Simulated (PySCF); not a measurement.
C2H9ClOSi2, SMILES C[SiH2]O[Si@@H](C)Cl.

Geometry: ωB97X-D3(BJ)/def2-SVP. The structure was generated by enumeration; whether it is a known compound was not checked. Other conformers were not sampled.

Computed with PBE/def2-TZVP in PySCF.

Gas-phase values at a fixed geometry.

**Question.** Estimate the frontier levels, gap, dipole moment and polarisability. (The exact figures need the calculation; the answer reports its results.)

**Answer.** 
```json
{
  "highest_occupied_level": "-7.02 eV",
  "lowest_empty_level": "-0.38 eV",
  "orbital_gap": "6.65 eV",
  "dipole_moment": "0.90 D",
  "quadrupole, principal values (traceless, Buckingham form, about the centre of nuclear charge)": "-6.77, -1.67, 8.44 D·Å",
  "mean_static_polarisability": "90.5 bohr³ (13.41 Å³)",
  "polarisability_principal_values": "81.3, 89.4, 100.8 bohr³"
}
```
